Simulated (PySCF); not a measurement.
C₄H₆O₂Si, SMILES Oc1cc([SiH3])co1.

Geometry: r2SCAN-D4/def2-SVP. A frequency run showed that this geometry is not a minimum. This is a generated structure with no PubChem entry under its InChIKey; it may be hypothetical. The values are those of a single conformer.

Calculation: TDA-CAM-B3LYP/def2-SVPD in PySCF 2.14.0.

Vertical excitations.  State labels are in the subgroup Cs.

Computed UV-visible absorptions:
```json
[
 {"state": "S1", "symmetry": "A\"", "energy (eV)": "5.30", "λ (nm)": "234", "f": "0.000", "main pairs": "HOMO→LUMO 94 %"},
 {"state": "S2", "symmetry": "A'", "energy (eV)": "5.82", "λ (nm)": "213", "f": "0.120", "main pairs": "HOMO→LUMO+1 94 %"},
 {"state": "S3", "symmetry": "A\"", "energy (eV)": "6.18", "λ (nm)": "201", "f": "0.001", "main pairs": "HOMO→LUMO+2 76 %, HOMO→LUMO+3 17 %"},
 {"state": "S4", "symmetry": "A\"", "energy (eV)": "6.65", "λ (nm)": "186", "f": "0.002", "main pairs": "HOMO→LUMO+4 65 %, HOMO→LUMO+3 13 %, HOMO→LUMO+5 13 %"},
 {"state": "S5", "symmetry": "A'", "energy (eV)": "6.83", "λ (nm)": "182", "f": "0.013", "main pairs": "HOMO→LUMO+6 62 %, HOMO−1→LUMO+1 33 %"},
 {"state": "S6", "symmetry": "A\"", "energy (eV)": "6.94", "λ (nm)": "179", "f": "0.015", "main pairs": "HOMO→LUMO+5 63 %, HOMO→LUMO+3 21 %, HOMO→LUMO+2 10 %"},
 {"state": "S7", "symmetry": "A\"", "energy (eV)": "7.05", "λ (nm)": "176", "f": "0.000", "main pairs": "HOMO→LUMO+3 38 %, HOMO→LUMO+4 24 %, HOMO→LUMO+5 17 %, HOMO→LUMO+2 8 %"},
 {"state": "S8", "symmetry": "A\"", "energy (eV)": "7.46", "λ (nm)": "166", "f": "0.001", "main pairs": "HOMO→LUMO+7 74 %"},
 {"state": "S9", "symmetry": "A\"", "energy (eV)": "7.63", "λ (nm)": "163", "f": "0.006", "main pairs": "HOMO−1→LUMO 66 %, HOMO→LUMO+9 11 %"},
 {"state": "S10", "symmetry": "A'", "energy (eV)": "7.70", "λ (nm)": "161", "f": "0.362", "main pairs": "HOMO−1→LUMO+1 39 %, HOMO→LUMO+10 27 %, HOMO→LUMO+6 21 %, HOMO→LUMO+8 7 %"},
 {"state": "T1", "symmetry": "A'", "energy (eV)": "3.69", "λ (nm)": "336", "f": "0", "main pairs": "HOMO→LUMO+1 84 %"},
 {"state": "T2", "symmetry": "A'", "energy (eV)": "5.03", "λ (nm)": "247", "f": "0", "main pairs": "HOMO→LUMO+6 74 %"},
 {"state": "T3", "symmetry": "A\"", "energy (eV)": "5.16", "λ (nm)": "240", "f": "0", "main pairs": "HOMO→LUMO 92 %"},
 {"state": "T4", "symmetry": "A'", "energy (eV)": "6.07", "λ (nm)": "204", "f": "0", "main pairs": "HOMO−1→LUMO+1 77 %"}
]
```
Triplets are in the Tamm–Dancoff approximation.
